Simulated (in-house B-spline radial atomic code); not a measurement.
Au. Computed with a B-spline radial atomic code. Model: non-relativistic spherical atom: semilocal Troullier-Martins pseudo-atom, one channel per l, against all electrons, high spin, G0W0 and RPA with empty states to l = 8, local potential for every l without a channel, a model core (radius 0 = none) keeps its share of the functional.

The core holds an angular momentum without a channel of its own, so the local potential lets valence electrons into it.

Without relativity these are model numbers for so heavy an element.

What the tables leave out is listed at the end.

The pseudopotential gives back the lowest level of each angular momentum of its own functional in the configuration it was made in; a second state of the same l is only approximately right. Exact exchange, RPA and GW see the smooth pseudo-orbitals and miss the exchange with the core, for which the functional's share stands in. The column with an uncorrelated core keeps all orbitals and exact exchange, and so separates missing core correlation from pseudisation. Only the three outermost levels and the lowest empty one were computed. RPA here is direct RPA, with no exchange kernel, and its energies carry an (l + 1/2)⁻⁴ tail. A hybrid on a potential with a model core restores only its own semilocal share of the core's exchange.

Command:
```bash
python run_psgw.py task.json out
```
Settings (lengths in bohr, energies in hartree):
```
Z                      79
electrons              79
configuration          [Xe] 4f14 5d10 6s1
generated_in           [Xe] 4f14 5d10 6s1
functional             pbe,pbe
core_shells            11
radius_factor          1.15
core_correction        True
ion_configuration      [Xe] 4f14 5d10
```

Time taken, with all properties: 100 s on 1 thread of Arm Neoverse N1, on a shared host.

Given: made with PBE; model core radius 0.798 bohr; local radius 1.439 bohr; mean-field start PBE.

Valence shells of the generating configuration: 5p, 5d, 6s.

Channel: s 3.105, p 1.145, d 1.397 (radii in bohr).

Computed: largest level miss in the spin-unpolarised generating configuration 0 eV; valence RPA correlation energy pseudo -1.2286 hartree; all-electron RPA polarisability, core included 44.535 bohr³; pseudo-atom RPA polarisability 44.586 bohr³; ionisation by mean-field pseudo minus all 0.005 eV; ionisation by RPA all-electron 7.6277 eV; ionisation by RPA pseudo minus all 0.89 eV.

```csv
level,occupied,mean-field all-electron (eV),mean-field pseudo minus all (eV),G0W0 all-electron (eV),G0W0 uncorrelated core minus all (eV),G0W0 pseudo minus all (eV),exchange self-energy all-electron (eV),exchange self-energy pseudo (eV)
6s up,1,-4.4227,0.002,-7.4416,0.022,-0.527,-10.456,-10.8
6s down (empty),0,-3.704,-0.007,-1.5102,0.023,-0.655,-3.0799,-3.4771
```

Problem. What is the ionisation by mean-field all-electron?

Solution. 7.4579 eV.

Problem. What is the valence RPA correlation energy all-electron orbitals?

Solution. -0.97055 hartree.

Given: mean-field start PBE0.

Computed: valence RPA correlation energy all-electron orbitals -0.91661 hartree; valence RPA correlation energy pseudo -1.1664 hartree; all-electron RPA polarisability, core included 39.073 bohr³; ionisation by mean-field pseudo minus all 0.428 eV; ionisation by RPA all-electron 7.4836 eV; ionisation by RPA pseudo minus all 1.027 eV.

```
          level  occupied  mean-field all-electron (eV)  mean-field pseudo minus all (eV)  G0W0 all-electron (eV)  G0W0 uncorrelated core minus all (eV)  G0W0 pseudo minus all (eV)  exchange self-energy all-electron (eV)  exchange self-energy pseudo (eV)
          6s up         1                       -4.9703                            -0.338                 -7.4354                                  0.025                      -0.861                                 -10.206                             -11.4
6s down (empty)         0                       -2.6451                            -0.281                 -1.2473                                  0.022                      -0.605                                 -2.6717                           -3.5145
```

Problem. What is the pseudo-atom RPA polarisability?

Solution. 34.656 bohr³.

Problem. What is the ionisation by mean-field all-electron?

Solution. 7.1573 eV.

Among the listed levels the largest G0W0 shift of the pseudo-atom is -0.86 eV, for 6s up on the PBE0 start, while leaving the core uncorrelated moves that level by +0.03 eV. So pseudisation and the lost core exchange, not the missing core correlation, make the error. Not in the tables (levels of low weight, unsolved or above zero; the highest and the empty levels are kept at any weight): on PBE the G0W0 levels 5d down (pseudo minus all +1.11 eV, weights 0.48 and 0.02), 5d up (pseudo minus all +1.07 eV, weights 0.45 and 0.02); on PBE0 the G0W0 levels 5d down (pseudo minus all +0.78 eV, weights 0.78 and 0.74), 5d up (pseudo minus all +0.71 eV, weights 0.40 and 0.69); no Hartree-Fock pseudo-atom is run with a model core.
